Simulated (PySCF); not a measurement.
A structure optimised at PBE0-D3(BJ)/def2-SVP, used in a PySCF frequency run:

```xyz
11

Fe     0.0000     0.0000     0.0000
O      2.9313     0.0000     0.0000
C      1.7883     0.0000     0.0000
O      0.0000     0.0000     2.9371
C      0.0000     0.0000     1.7976
O      0.0000     0.0000    -2.9371
C      0.0000     0.0000    -1.7976
O     -1.4657    -2.5386     0.0000
C     -0.8942    -1.5487     0.0000
O     -1.4657     2.5386     0.0000
C     -0.8942     1.5487     0.0000
```
Charge 0, spin multiplicity 1.

**Question.** Write its SMILES, formula and point group.

**Answer.** [O+]#[C-]->[Fe](<-[C-]#[O+])(<-[C-]#[O+])(<-[C-]#[O+])<-[C-]#[O+], C5FeO5, D3h

**Question.** What are its rotational constants (standard atomic weights)?

**Answer.** 0.95777, 0.81844, 0.81844 GHz
